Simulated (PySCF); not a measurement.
# Ions at one geometry of [Yb(NH3)]2+

PySCF 2.14.0, RKS PBE0, Yb def2-SVP with ECP28, N def2-SVP, H def2-SVP; non-relativistic Hamiltonian with scalar-relativistic core potentials where named; density fitting; no spin-orbit coupling; singlets restricted, open shells unrestricted. The geometry is relaxed for charge +2, singlet, vacuum:

```xyz
5

Yb    0.0000    0.0000   -0.1046
N     0.0000    0.0000    2.3131
H     0.9327    0.0000    2.7523
H    -0.4664    0.8077    2.7523
H    -0.4663   -0.8078    2.7523
```

Energies count from the relaxed state; an electron taken off or put on is at rest in vacuum. Charges and spins are Mulliken's.

```json
{"state": "charge +2, singlet, vacuum", "energy (eV)": "0.00", "spin squared": "0.00", "charge on Yb1 (e)": "1.70", "spin on Yb1 (e)": "0.00", "dipole about the centre of mass (D)": "2.66"}
{"state": "charge +3, doublet, vacuum", "energy (eV)": "22.12", "spin squared": "0.76", "charge on Yb1 (e)": "2.33", "spin on Yb1 (e)": "0.61", "dipole about the centre of mass (D)": "6.16"}
```

Problem. What does the state charge +1, doublet, vacuum give?

Solution. energy (eV) -10.41, spin squared 0.75, charge on Yb1 (e) 0.78, spin on Yb1 (e) 0.98, dipole about the centre of mass (D) 3.87.

With an electron taken off (doublet) the charges change, summed by element, by Yb +0.62 e, N +0.13 e, H +0.25 e. The vertical ionisation energy is 22.12 eV, against −ε(HOMO) = 18.33 eV of the relaxed state. The level lies 3.8 eV too high, as is usual for semilocal functionals and global hybrids, which keep a self-interaction error.

With an electron put on (doublet) the charges change, summed by element, by Yb -0.93 e, N +0.04 e, H -0.12 e. The vertical electron affinity is 10.41 eV, against −ε(LUMO) = 12.10 eV of the relaxed state.

Open shells may have lower solutions than those found.
